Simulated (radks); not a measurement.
Pr XXXVII, 23 electrons, occupied as [Ar] 3d5. Method: non-relativistic Kohn-Sham, LB94 model potential, spin-polarised, spherical densities, point nucleus; open shells are filled with parallel spins first (spin-orbit coupling, left out, can overturn this in heavy ions); relativity is left out, which matters for an element this heavy; computed with a radial shooting solver on a logarithmic mesh with Libxc functionals.

Normalised radial functions P(r) = r R(r), r in bohr:

| r | 3p up |
|---|---|
| 0.00165 | 0.0063 |
| 0.002048 | 0.0096 |
| 0.002562 | 0.0148 |
| 0.003179 | 0.0224 |
| 0.003977 | 0.0343 |
| 0.004936 | 0.0514 |
| 0.006176 | 0.0775 |
| 0.007665 | 0.1142 |
| 0.009589 | 0.1687 |
| 0.0119 | 0.2425 |
| 0.01489 | 0.3469 |
| 0.01848 | 0.4791 |
| 0.02312 | 0.6504 |
| 0.02869 | 0.8422 |
| 0.0359 | 1.0481 |
| 0.04455 | 1.2142 |
| 0.05574 | 1.2881 |
| 0.06917 | 1.1859 |
| 0.08654 | 0.8228 |
| 0.1083 | 0.1712 |
| 0.1344 | -0.6559 |
| 0.1681 | -1.5124 |
| 0.2086 | -2.0687 |
| 0.261 | -2.1494 |
| 0.324 | -1.7486 |
| 0.4053 | -1.0809 |
| 0.503 | -0.5051 |
| 0.6293 | -0.1584 |
| 0.781 | -0.0335 |

3p up: eigenvalue -2730.0 eV, 1 radial node at r = 0.114 bohr, <r> = 0.261 bohr, 90 % of the charge inside 0.386 bohr.
